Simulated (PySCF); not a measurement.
First SCF of a structure search on doublet ReSe2, at a hand-made end-on geometry. PySCF input:

```python
from pyscf import gto, scf, dft
mol = gto.M(atom='''
Re     0.000000     0.000000     0.000000
Se     0.000000     0.000000     2.544100
Se     2.035800     0.000000     3.714100''',
    basis={'Re': 'def2-SVP', 'Se': 'def2-SVP'},
    ecp={'Re': 'def2-SVP'},
    charge=0, spin=1)
mf = dft.UKS(mol, xc='PBE0')
mf.grids.atom_grid = (50, 194)
aux = {'Re': 'def2-universal-JKFIT', 'Se': 'def2-universal-JKFIT'}
mf = mf.density_fit(auxbasis=aux)
mf.conv_tol = 1e-08
mf.diis_space = 10
mf.max_cycle = 60
mf.init_guess = 'minao'
mf.verbose = 4
mf.kernel()
```

Excerpt of the output (cycles alone):

```
init E= -4866.3706187197
cycle= 1 E= -4877.53774516293  delta_E= -11.2  |g|= 1.65  |ddm|=  5.6
cycle= 2 E= -4861.47901546032  delta_E= 16.1  |g|= 4.08  |ddm|= 12.1
cycle= 3 E= -4874.73159080709  delta_E= -13.3  |g|= 1.97  |ddm|= 11.6
cycle= 4 E= -4877.69260367298  delta_E= -2.96  |g|= 1.65  |ddm|= 5.29
cycle= 5 E= -4877.94924525267  delta_E= -0.257  |g|=  1.5  |ddm|= 1.55
cycle= 6 E= -4878.95774572427  delta_E= -1.01  |g|= 1.23  |ddm|= 0.772
cycle= 7 E= -4878.09564561415  delta_E= 0.862  |g|= 1.51  |ddm|= 0.567
cycle= 8 E= -4877.97307678242  delta_E= 0.123  |g|= 1.53  |ddm|= 0.359
cycle= 9 E= -4877.97211317983  delta_E= 0.000964  |g|= 1.53  |ddm|= 0.00297
cycle= 10 E= -4879.1581651213  delta_E= -1.19  |g|= 1.14  |ddm|= 0.95
cycle= 11 E= -4879.29760791845  delta_E= -0.139  |g|= 1.06  |ddm|= 0.269
cycle= 12 E= -4879.73119486431  delta_E= -0.434  |g|= 0.674  |ddm|= 0.829
cycle= 13 E= -4879.92453267403  delta_E= -0.193  |g|= 0.423  |ddm|= 0.65
... 17 lines left out ...
cycle= 31 E= -4880.09299556457  delta_E= -9.46e-06  |g|= 0.000438  |ddm|= 0.017
cycle= 32 E= -4880.09301513979  delta_E= -1.96e-05  |g|= 0.000301  |ddm|= 0.0485
cycle= 33 E= -4880.09302033204  delta_E= -5.19e-06  |g|= 0.000223  |ddm|= 0.0217
cycle= 34 E= -4880.09302306656  delta_E= -2.73e-06  |g|= 0.000154  |ddm|= 0.0194
cycle= 35 E= -4880.09302376224  delta_E= -6.96e-07  |g|= 0.000121  |ddm|= 0.00827
cycle= 36 E= -4880.09302400105  delta_E= -2.39e-07  |g|= 7.33e-05  |ddm|= 0.00709
cycle= 37 E= -4880.09302401914  delta_E= -1.81e-08  |g|= 2.2e-05  |ddm|= 0.00205
cycle= 38 E= -4880.09302402235  delta_E= -3.21e-09  |g|= 1.23e-05  |ddm|= 0.000452
Extra cycle  E= -4880.09302402296  delta_E= -6.11e-10  |g|= 1.24e-05  |ddm|= 7.33e-05
converged SCF energy = -4880.09302402296  <S^2> = 2.504827  2S+1 = 3.3195343
```

This is not the lowest solution: another start and a stability analysis within the same unrestricted form found one 29.3 kJ/mol lower, at -4880.10418 Eh.

Other spin states or occupations of the open shell can lie lower. Spin–orbit coupling, left out here, can matter for elements this heavy.

The search for the lowest solution, 3 starts and the stability check together, took 40 s on 2 threads of a shared Arm Neoverse V1 host, with 96 basis functions; the process peaked at 0.46 GiB. Launch command: `OMP_NUM_THREADS=2 python axn.py task.json out`.
